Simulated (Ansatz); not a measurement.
The same path of F3H3Si2 + H2 (10 atoms, charge 0, multiplicity 1) was run twice with different band settings. Lost on the way: Si1–Si2, H9–H10. Made: Si1–H9, Si2–H10.

Computed with RKS PBE/def2-SVP (Ansatz 0.2.0).

Relaxed end points:

```xyz
10
Properties=species:S:1:pos:R:3
Si 0.398 -0.294 0.089
Si 0.228 -0.265 2.418
H -0.968 -1.073 2.832
H 1.480 -0.869 2.988
H 0.085 1.157 2.879
F 1.683 0.552 -0.430
F -0.911 0.348 -0.635
F 0.557 -1.805 -0.484
H -2.628 1.048 0.970
H -3.057 1.212 1.586
```

```xyz
10
Properties=species:S:1:pos:R:3
Si -0.547 0.433 -0.917
Si -0.108 -0.392 3.347
H -0.470 -0.910 4.711
H 1.324 -0.731 3.050
H -0.294 1.099 3.322
F 0.482 0.702 0.303
F 0.323 0.080 -2.230
F -1.439 -0.860 -0.542
H -1.400 1.617 -1.151
H -1.003 -1.027 2.321
```

Common settings: movable images 9; climbing image yes; spring 5.0 eV/Å²; optimiser quadratic models (default); start path through a guess of the saddle point; iteration limit 60; end points relaxed.

| run | force threshold |
| --- | --- |
| 1 | 0.05 eV/Å |
| 2 | 0.5 eV/Å |

Question: What does each run give, and how far can it be trusted?

Answer: Run 1: converged after 23 iterations, highest image 2.483 eV above the first end. Neighbouring images differ by up to 2.1 eV, so the band resolves the path poorly. A vibrational analysis at the climbing image gives one clearly imaginary mode, 1261i cm⁻¹: a first-order saddle point.
Run 2: converged after 18 iterations, highest image 2.489 eV above the first end. The threshold of 0.5 eV/Å is loose, so the images may lie well off the minimum-energy path. Neighbouring images differ by up to 2.0 eV, so the band resolves the path poorly. The order of the point at the top wasn't checked.
The orbitals stay closed-shell, which can raise the energy where a bond breaks towards radicals; this wasn't checked here.
